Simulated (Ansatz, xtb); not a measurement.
**C5H8BN: which of two isomers lies lower**

Structure X is `Bn1ccc(C)c1`, a singlet and structure Y is `Bc1ccc(C)[nH]1`, a singlet. Both are isolated molecules in the gas phase, relaxed with B3LYP-D3(BJ)/def2-SVP; the shapes shown needn't be the lowest conformers.

X (Å):

```yaml
atoms:
  - { symbol: C, position_ang: [1.0444, 0.9347, -1.5180] }
  - { symbol: C, position_ang: [2.0818, 0.9832, -0.6333] }
  - { symbol: C, position_ang: [1.6011, 0.4890, 0.6429] }
  - { symbol: C, position_ang: [2.4038, 0.3659, 1.9000] }
  - { symbol: C, position_ang: [0.2845, 0.1642, 0.4621] }
  - { symbol: B, position_ang: [-1.3656, 0.2256, -1.4409] }
  - { symbol: N, position_ang: [-0.0873, 0.4293, -0.8645] }
  - { symbol: H, position_ang: [-2.2448, -0.2185, -0.7501] }
  - { symbol: H, position_ang: [-1.5236, 0.5050, -2.6004] }
  - { symbol: H, position_ang: [0.9856, 1.2114, -2.5678] }
  - { symbol: H, position_ang: [3.0917, 1.3309, -0.8460] }
  - { symbol: H, position_ang: [1.7972, -0.0336, 2.7260] }
  - { symbol: H, position_ang: [2.8051, 1.3434, 2.2170] }
  - { symbol: H, position_ang: [3.2681, -0.3051, 1.7599] }
  - { symbol: H, position_ang: [-0.4449, -0.2394, 1.1606] }
```

Y (Å):

```xyz
15

C    -0.0793    0.4900   -0.9004
C     1.0418    1.0725   -1.5254
C     2.1107    1.0910   -0.6138
C     1.6502    0.5181    0.5805
C     2.3671    0.2831    1.8691
B    -1.4700    0.2273   -1.4126
N     0.3551    0.1707    0.3887
H    -2.2980   -0.2915   -0.6963
H    -1.7657    0.5337   -2.5414
H     1.0476    1.4397   -2.5503
H     3.1178    1.4716   -0.7745
H     1.8545    0.7731    2.7146
H     3.3884    0.6837    1.8154
H     2.4381   -0.7929    2.1045
H    -0.2380   -0.2663    1.0838
```

Energies in hartree; the thermal terms are from GFN2-xTB frequencies at re-optimised GFN2-xTB minima (ideal gas, soft modes damped towards free rotors, one conformer each, 298.15 K, 1 atm) and include the zero-point energy:

```
                              X           Y
E, CCSD(T)/def2-SVP  −273.953538  −273.931897
    E, MP2/def2-SVP  −273.859671  −273.840630
  E, MP2/def2-TZVPP  −274.355065  −274.336927
  zero-point energy     0.119283     0.118792
       H(298 K) − E     0.127250     0.127037
       G(298 K) − E     0.088628     0.087763
```

Question: Correct the CCSD(T) difference for the basis set by the MP2 change, then work out ΔE, ΔE₀, ΔH and ΔG for X → Y in kJ/mol (1 Eh = 2625.50 kJ/mol) and the equilibrium ratio [Y]/[X].

Answer: 1. Differences Y − X: CCSD(T) +0.021641, MP2 in the small set +0.019041, MP2 in the large set +0.018138 Eh.
2. ΔE = +0.021641 + (+0.018138 − (+0.019041)) = +0.020738 Eh = +54.45 kJ/mol.
3. ΔE₀ = ΔE + ΔZPE = +0.020738 + (−0.000491) Eh = +53.16 kJ/mol.
4. ΔH = ΔE + (−0.000213) Eh = +53.89 kJ/mol.
5. ΔG = ΔE + (−0.000865) Eh = +52.18 kJ/mol, so ΔS = (ΔH − ΔG)/T = +5.7 J/(mol K).
6. kT = 0.9442 mEh, so K = [Y]/[X] = exp(−ΔG/kT) = exp(−21.05) ≈ 7.2 × 10^−10.

Structure X is favoured at this temperature. An error of 4 kJ/mol in ΔG would change K by a factor of 5. Mirror images and further conformers aren't counted.

As drawn, Y has 1 C–B, 1 N–H in place of 1 B–N, 1 C–H.

Other levels gave ΔE = +75.9 (GFN2-xTB); +90.3 (HF/STO-3G, GFN2-xTB geometries); +37.5 (r2SCAN-D4/def2-SVP, GFN2-xTB geometries); +44.5 (B3LYP-D3(BJ)/def2-SVP); +59.0 (HF/def2-SVP); +50.0 (MP2/def2-SVP); +56.8 (CCSD(T)/def2-SVP) kJ/mol. The correlated steps freeze 7 core orbitals. Programs: Ansatz 0.2.0, xtb 6.7.1.
